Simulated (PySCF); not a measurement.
Two-component Hartree-Fock for Pt⁵⁰⁺ (platinum, charge +50)

Start: [Ar] 3d10. Calculated with PySCF 2.14 in an uncontracted even-tempered set (15 s from 13 bohr⁻², ratio 2.8; 13 p from 17 bohr⁻², ratio 2.8; 8 d from 17 bohr⁻², ratio 2.8; 3 f from 65 bohr⁻², ratio 3): generalised Hartree-Fock with the X2C-1e Hamiltonian and a Gaussian nucleus; one run each with spin-orbit coupling (SO) switched off, then screened by Boettger's factors.

```json
{"spinor shell": "1s1/2", "electrons": "2", "ε, spin-free (eV)": "-81573.5", "ε, screened SO (eV)": "-81546.7", "weight of nominal j (screened SO)": "1.000", "rms radius, screened SO (bohr)": "0.0194"}
{"spinor shell": "2s1/2", "electrons": "2", "ε, spin-free (eV)": "-16673.8", "ε, screened SO (eV)": "-16665.9", "weight of nominal j (screened SO)": "1.000", "rms radius, screened SO (bohr)": "0.0781"}
{"spinor shell": "2p1/2", "electrons": "2", "ε, spin-free (eV)": "-14825.6", "ε, screened SO (eV)": "-16076.5", "weight of nominal j (screened SO)": "1.000", "rms radius, screened SO (bohr)": "0.0661"}
{"spinor shell": "2p3/2", "electrons": "4", "ε, spin-free (eV)": "-14825.6", "ε, screened SO (eV)": "-14333.1", "weight of nominal j (screened SO)": "1.000", "rms radius, screened SO (bohr)": "0.0739"}
{"spinor shell": "3s1/2", "electrons": "2", "ε, spin-free (eV)": "-5880.2", "ε, screened SO (eV)": "-5878.1", "weight of nominal j (screened SO)": "1.000", "rms radius, screened SO (bohr)": "0.196"}
{"spinor shell": "3p1/2", "electrons": "2", "ε, spin-free (eV)": "-5327.7", "ε, screened SO (eV)": "-5619.9", "weight of nominal j (screened SO)": "1.000", "rms radius, screened SO (bohr)": "0.187"}
{"spinor shell": "3p3/2", "electrons": "4", "ε, spin-free (eV)": "-5327.7", "ε, screened SO (eV)": "-5210.6", "weight of nominal j (screened SO)": "1.000", "rms radius, screened SO (bohr)": "0.202"}
{"spinor shell": "3d3/2", "electrons": "4", "ε, spin-free (eV)": "-4750.0", "ε, screened SO (eV)": "-4802.5", "weight of nominal j (screened SO)": "1.000", "rms radius, screened SO (bohr)": "0.176"}
{"spinor shell": "3d5/2", "electrons": "6", "ε, spin-free (eV)": "-4750.0", "ε, screened SO (eV)": "-4714.3", "weight of nominal j (screened SO)": "1.000", "rms radius, screened SO (bohr)": "0.180"}
```

| quantity | spin-free | screened SO |
| --- | --- | --- |
| E (hartree) | -16536.30640 | -16562.30469 |
| M_J | 0 | 0 |
| ⟨J²⟩ | 0.000 | 0.000 |
| ⟨L²⟩ | 0.000 | 0.078 |
| ⟨S²⟩ | 0.000 | 0.078 |

Breit and QED terms are absent; they matter most for the inner s and p1/2 levels.

Densities and radii are taken from the X2C orbitals without a picture-change correction, which distorts them close to the nucleus.

Without spin-orbit coupling the j labels of p, d and f shells carry no meaning; the spin-free column gives the mean over the occupied spinors of each nl shell.
